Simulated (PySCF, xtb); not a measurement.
In(H)(Me)(vinyl) (C₃H₇In), SMILES [CH]([InH][CH3])=C. Other conformers were not sampled.

Harmonic wavenumbers (cm⁻¹) from GFN2-xTB run with xtb 6.7.1 at its own minimum, in rising order: 32, 63, 72, 188, 297, 386, 391, 453, 490, 592, 633, 904, 949, 1015, 1191, 1202, 1367, 1399, 1434, 1443, 1634, 2949, 2960, 2968, 2972, 2995, 3008.

What does r2SCAN-D4/def2-SVP in PySCF 2.14.0 give at its own minimum? (An estimate is asked for; the answer gives what the named calculation found.)

4, 62, 84, 239, 358, 420, 435, 487, 542, 662, 717, 974, 985, 1052, 1169, 1249, 1408, 1427, 1430, 1632, 1746, 3039, 3082, 3119, 3145, 3165, 3176. Paired by order, the mean absolute difference is 71 cm⁻¹ and the zero-point energies are 48.6 and 51.2 kcal/mol.
